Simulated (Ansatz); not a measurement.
```yaml
crystal:
  periodic: [false, false, false]
  atoms:
    - {symbol: C, position_ang: [-1.245747, -1.592939, -0.748904]}
    - {symbol: B, position_ang: [-0.206401, -0.676709, -0.056286]}
    - {symbol: C, position_ang: [0.678771, -0.223938, 1.112103]}
    - {symbol: O, position_ang: [0.212381, 0.432779, 2.254587]}
    - {symbol: N, position_ang: [1.105226, 2.089188, -0.896086]}
    - {symbol: Al, position_ang: [1.055226, 2.039188, -0.896086]}
    - {symbol: H, position_ang: [-2.136143, -1.707948, -0.122606]}
    - {symbol: H, position_ang: [-1.558528, -1.224330, -1.727722]}
    - {symbol: H, position_ang: [-0.835953, -2.600546, -0.871255]}
    - {symbol: H, position_ang: [1.691620, -0.572791, 1.298461]}
    - {symbol: H, position_ang: [-0.721968, 0.246296, 2.366882]}
    - {symbol: H, position_ang: [2.151724, 2.876396, -0.127561]}
    - {symbol: H, position_ang: [0.427852, 2.475621, -2.281503]}
basis:
  gaussian: {orbitals: def2-TZVP, point_charges: [{charge: -1.00, position_ang: [7.075, 0.899, -0.904]}]}
total_charge: 1
magnetization: {spin_polarized: true, initial_magnetization: 1}
hamiltonian: {xc: {name: r2SCAN}, dispersion: d4}
accuracy: high
output: {forces: true}
```

```sh
$ ansatz run in.yaml --threads 4 --pin off --events-out ev --progress --plain --max-ram 10444MiB
```

Output, abridged:

```
Functional definition: r2SCAN
4076 factors; integrals over basis functions are off by at most 4.6e-8 eV
mean field evaluation 1: about -1152.7695 eV, gradient 1.6e2 eV
mean field evaluation 2: about -1004.1456 eV, gradient 1.7e2 eV
mean field evaluation 4: about -1179.7193 eV, gradient 5.6e1 eV
mean field evaluation 8: about -1193.4630 eV, gradient 1.2e1 eV
mean field evaluation 16: about -1195.0406 eV, gradient 2.7e-1 eV
mean field evaluation 32: about -1195.0420 eV, gradient 3.6e-4 eV
mean field -1195.04197831 eV, -43.9169826744 hartree, gradient 8.9e-8 eV, S^2 0.768105; 9 other end points of the search recorded, 0 dependent functions left out
reference -1195.04198402 eV, -43.9169828840 hartree; 26, 25 occupied and 208, 209 virtual orbitals, 4076 factors
Total energy: -1195.11251003 eV, -43.9195746674 hartree
Atom 0 at    -1.245747    -1.592939    -0.748904 Å, force     0.527375     0.771759    -0.295104 eV/Å
Atom 1 at    -0.206401    -0.676709    -0.056286 Å, force     1.479478     0.418377     2.606571 eV/Å
Atom 2 at     0.678771    -0.223938     1.112103 Å, force    -2.638187    -1.345481    -1.067977 eV/Å
Atom 3 at     0.212381     0.432779     2.254587 Å, force     0.659176    -0.084621    -1.097036 eV/Å
Atom 4 at     1.105226     2.089188    -0.896086 Å, force 164189.366932 164189.447842    11.818341 eV/Å
Atom 5 at     1.055226     2.039188    -0.896086 Å, force -164189.147173 -164192.550167    -8.478774 eV/Å
Atom 6 at    -2.136143    -1.707948    -0.122606 Å, force     0.024304     0.071851     0.163543 eV/Å
Atom 7 at    -1.558528    -1.224330    -1.727722 Å, force    -0.108849    -0.158694    -0.009639 eV/Å
Atom 8 at    -0.835953    -2.600546    -0.871255 Å, force     0.127253    -0.024481     0.055577 eV/Å
Atom 9 at     1.691620    -0.572791     1.298461 Å, force     0.284196     0.388271    -0.638895 eV/Å
Atom 10 at    -0.721968     0.246296     2.366882 Å, force    -0.406280     0.067730     0.046864 eV/Å
Atom 11 at     2.151724     2.876396    -0.127561 Å, force     2.533977     1.946175     1.546042 eV/Å
Atom 12 at     0.427852     2.475621    -2.281503 Å, force    -2.380231     1.054965    -4.638745 eV/Å
Dipole moment:    -0.105906     0.082110    -0.686250 e Å
```

In this input one atom was put on top of another. The calculation finished and met its thresholds. The result belongs to that input, not to the molecule as meant.
